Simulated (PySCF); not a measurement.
C6H4S2.
Bonds: C1–C2 (aromatic), C2–C3 (aromatic), C3–S4 (aromatic), S4–C5 (aromatic), C5–C6 (aromatic), C6–C7 (aromatic), C7–S8 (aromatic), C1–S8 (aromatic), C3–C7 (aromatic). Hydrogens: H9 on C1; H10 on C2; H11 on C5; H12 on C6.

Computed by this run: PBE0/cc-pVDZ geometry optimisation, gas phase (PySCF 2.14.0); density fitting, grid level 1; the optimiser is geomeTRIC in internal coordinates, started from a GFN2-xTB structure.

Step 0: E = -27943.0273 eV
```
atom  x, y, z in Å  |  force x, y, z in eV/Å
C1     -2.2306    0.0714    0.3924    0.028   0.323   0.080
C2     -1.5057   -0.9979   -0.0219    0.074  -0.080  -0.034
C3     -0.1428   -0.6616   -0.1596    0.213   0.055  -0.024
S4      1.2888   -1.5065   -0.6308   -0.007  -0.065  -0.015
C5      2.2310   -0.0712   -0.3966   -0.031  -0.328  -0.080
C6      1.5055    0.9978    0.0175   -0.069   0.080   0.031
C7      0.1425    0.6612    0.1540   -0.205  -0.047   0.025
S8     -1.2883    1.5068    0.6257    0.003   0.058   0.015
H9     -3.2845    0.1175    0.5828   -0.627  -0.020   0.100
H10    -1.9155   -1.9713   -0.2184   -0.293  -0.481  -0.083
H11     3.2851   -0.1176   -0.5858    0.625   0.022  -0.099
H12     1.9157    1.9707    0.2146    0.289   0.484   0.084
```

Problem. Estimate the geometry and energy of step 1. (The exact step hangs on the optimiser's Hessian estimate; all steps are aligned on step 0, rigid shifts and turns removed.)

Solution. E = -27943.0650 eV, largest force 0.093 eV/Å
```
atom  x, y, z in Å  |  force x, y, z in eV/Å
C1     -2.2508    0.0719    0.3954   -0.030   0.014   0.009
C2     -1.5187   -1.0037   -0.0215   -0.038  -0.082  -0.016
C3     -0.1450   -0.6615   -0.1591    0.060  -0.024  -0.015
S4      1.2951   -1.5043   -0.6306   -0.004  -0.040  -0.011
C5      2.2510   -0.0721   -0.3997    0.032  -0.014  -0.009
C6      1.5189    1.0036    0.0170    0.038   0.083   0.017
C7      0.1452    0.6616    0.1544   -0.062   0.022   0.015
S8     -1.2949    1.5042    0.6262    0.004   0.041   0.010
H9     -3.3224    0.1110    0.5875    0.040   0.002  -0.009
H10    -1.9468   -1.9867   -0.2176    0.019   0.034   0.005
H11     3.3226   -0.1113   -0.5914   -0.041  -0.002   0.008
H12     1.9470    1.9865    0.2134   -0.019  -0.034  -0.006
```

The energy changes by -0.0377 eV. The first-order estimate −F·Δx gives -0.0791 eV and the mean of the old and new forces, exact on a quadratic surface, -0.0382 eV. The step makes an angle of 44° with the force vector and moves no atom by more than 0.039 Å.

The cost below is that of the whole optimisation. On Arm Neoverse N1, one thread, shared host with 64 logical CPUs at a one-minute load of 60, this took 47 s and 0.57 GiB of memory at its peak.
